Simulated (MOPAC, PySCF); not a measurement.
C$_{6}$H$_{6}$B$_{2}$, SMILES `B1C=CC2=C1C=CB2`, neutral singlet in the gas phase. 

Z-matrix (Å, degrees):
```
C
C 1 1.3688
C 2 1.5062 1 110.85
C 3 1.3641 2 112.12 1 -0.01
H 4 1.0992 3 123.45 2 -180.00
H 3 1.1036 4 125.82 5 -0.03
C 1 1.5062 2 110.85 3 179.98
C 7 1.3641 1 112.12 2 0.03
H 8 1.0992 7 123.45 1 179.98
H 7 1.1036 8 125.82 9 0.00
B 8 1.5844 9 130.02 7 -179.89
H 11 1.2148 8 127.84 9 0.15
B 4 1.5845 5 130.02 3 179.85
H 13 1.2148 4 127.84 5 -0.20
```
Charge 0, spin multiplicity 1.

All levels are single points at this geometry (PBE-D3(BJ)/def2-SVP); Pople sets use spherical d functions. Orbital energies aren't observables, and empty levels follow the basis.

PBE-D3(BJ)/def2-TZVP in PySCF gives dipole (D) = 0.00.

Question: Estimate the dipole (D) from each of these levels: M06-2X/6-31G* in PySCF; SVWN5/6-31G* in PySCF; HF/6-31G* in PySCF; HF/STO-3G in PySCF; AM1 in MOPAC.

Answer: 
| level | dipole (D) |
|---|---|
| M06-2X/6-31G* in PySCF | 0.00 |
| SVWN5/6-31G* in PySCF | 0.00 |
| HF/6-31G* in PySCF | 0.00 |
| HF/STO-3G in PySCF | 0.00 |
| AM1 in MOPAC | 0.00 |
